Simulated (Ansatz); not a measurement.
Cost and result for the atomization energy of C$_{2}$H$_{8}$OSi$_{2}$ (`O[Si]1([SiH3])CC1`) (13 atoms, 13 bonds).

```xyz
13

O    -0.823    1.826    0.817
Si   -0.207    0.430    0.194
Si   -1.908   -1.086   -0.219
C     1.329    0.425   -0.823
C     1.490   -0.148    0.619
H    -0.210    2.532    1.031
H    -1.276   -2.313   -0.774
H    -2.882   -0.553   -1.208
H    -2.636   -1.438    1.029
H     1.847    1.362   -1.011
H     1.456   -0.278   -1.640
H     2.104    0.448    1.289
H     1.717   -1.207    0.696
```

Charge 0, multiplicity 1. The geometry is a stationary point of PBE0-D4/def2-TZVP. It is one conformer, not always the lowest. Program: Ansatz. All runs use 4 threads of an Arm Neoverse V2 on a shared host. Times are those of one run each, without the atoms' runs, and a repeat can differ threefold. Electronic energies, without spin–orbit coupling; frozen cores. CCSD(T)/CBS adds CCSD(T) − MP2 in def2-TZVPP to the MP2 limit, and its time is that of the two runs behind it. T1 = 0.012. B3LYP takes the VWN-RPA correlation (the form of Gaussian; ORCA's B3LYP/G).

CCSD(T)/CBS is a level of theory with its own doubt, some kJ/mol a heavy atom from the limit and from the frozen cores, so smaller differences don't rank the functionals.

```json
{"level": "PBE-D4/def2-TZVPP (with forces)", "functions": "289", "wall time": "2.8 s"}
{"level": "PBE0-D4/def2-TZVPP", "functions": "289", "wall time": "3.1 s"}
{"level": "r2SCAN-D4/def2-TZVPP (with forces)", "functions": "289", "wall time": "5 s"}
{"level": "B3LYP-D4/def2-TZVPP (with forces)", "functions": "289", "wall time": "5 s"}
{"level": "B2PLYP/def2-TZVPP", "functions": "289", "wall time": "6 s"}
{"level": "ωB97X-V/def2-TZVPP", "functions": "289", "wall time": "8 s"}
{"level": "ωB97M-V/def2-TZVPP (with forces)", "functions": "289", "wall time": "12 s"}
{"level": "MP2/def2-QZVPP", "functions": "551", "wall time": "25 s"}
{"level": "CCSD(T)/def2-TZVPP", "functions": "289", "wall time": "3.1 min"}
{"level": "CCSD(T)/CBS(def2)", "functions": "–", "wall time": "3.5 min"}
```

(1) What atomization energy does each give, and how far from CCSD(T)/CBS? (Best estimate.)

## Answers

(1) Ansatz gave: 
| level | atomization (kcal/mol) | difference from CCSD(T)/CBS | per bond |
| --- | --- | --- | --- |
| PBE-D4/def2-TZVPP (with forces) | 1126.9 | 10.7 | 0.8 |
| PBE0-D4/def2-TZVPP | 1113.6 | -2.6 | -0.2 |
| r2SCAN-D4/def2-TZVPP (with forces) | 1118.5 | 2.3 | 0.2 |
| B3LYP-D4/def2-TZVPP (with forces) | 1112.4 | -3.8 | -0.3 |
| B2PLYP/def2-TZVPP | 1100.5 | -15.7 | -1.2 |
| ωB97X-V/def2-TZVPP | 1120.9 | 4.7 | 0.4 |
| ωB97M-V/def2-TZVPP (with forces) | 1117.5 | 1.3 | 0.1 |
| MP2/def2-QZVPP | 1115.9 | -0.3 | 0.0 |
| CCSD(T)/def2-TZVPP | 1087.1 | -29.1 | -2.2 |
| CCSD(T)/CBS(def2) | 1116.2 | 0.0 | 0.0 |

In def2-TZVPP, CCSD(T) changes the Hartree–Fock value by +265.5 kcal/mol (the triples alone add +14.6 kcal/mol) and MP2 by +277.0 kcal/mol; breaking electron pairs costs correlation energy, which Hartree–Fock lacks. From PBE to PBE0 (25 % exact exchange), in def2-TZVPP and without D4, the atomization energy moves by −12.4 kcal/mol: exact exchange takes away binding that semilocal exchange gives to molecules. The D4 term adds +10.9 kcal/mol with B3LYP and +5.8 kcal/mol with PBE0; it sums over pairs of atoms, weighted by their polarisabilities, and B3LYP, whose exchange is more repulsive, gets the larger term.
